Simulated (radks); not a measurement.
The numbers below are computed, except where a source is named.
Task: Os, configuration [Kr] 4d10 4f14 5s2 5p4 5d8 6s2 (not the ground configuration). Level of theory: Dirac Kohn-Sham, BLYP, spin-unpolarised, spherical densities, point nucleus; open shells fill j = l - 1/2 first (a radial shooting solver on a logarithmic mesh with Libxc functionals). Some entries of the table are withheld. Estimate them.

orbital,occ.,eigenvalue (eV),<r^2> (bohr^2),r(max) (bohr)
1s1/2,2,-73783.54,0.0004332,0.01102
2s1/2,2,-12844.56,0.006581,0.06358
2p1/2,2,-12296.82,0.004683,0.04709
2p3/2,4,-10764.82,0.005879,0.05415
3s1/2,2,(1),0.04289,0.1790
3p1/2,2,-2747.426,0.03925,0.1674
3p3/2,4,-2413.358,0.04577,0.1818
3d3/2,4,-2003.903,0.03532,0.1421
3d5/2,6,-1931.546,0.03711,0.1460
4s1/2,2,(2),0.2106,0.4052
4p1/2,2,-532.2263,0.2162,0.4043
4p3/2,4,-453.7185,0.2505,0.4344
4d3/2,4,-285.4482,0.2695,0.4294
4d5/2,6,-270.9061,0.2821,0.4389
5s1/2,2,-94.6404,1.122,0.9109
5p1/2,2,-62.6539,1.340,(3)
4f5/2,6,-57.8157,(4),0.4029
4f7/2,8,-54.9971,(5),0.4077
5p3/2,2,-50.0181,1.593,(6)
5d3/2,4,(7),3.406,1.303
5d5/2,4,(8),3.728,1.343
6s1/2,2,(9),9.840,2.422

Result: 
(1) 3s1/2 eigenvalue (eV): -2992.157
(2) 4s1/2 eigenvalue (eV): -634.8584
(3) 5p1/2 r(max) (bohr): 0.9688
(4) 4f5/2 <r^2> (bohr^2): 0.3722
(5) 4f7/2 <r^2> (bohr^2): 0.3834
(6) 5p3/2 r(max) (bohr): 1.049
(7) 5d3/2 eigenvalue (eV): -8.2476
(8) 5d5/2 eigenvalue (eV): -7.0739
(9) 6s1/2 eigenvalue (eV): -6.2768
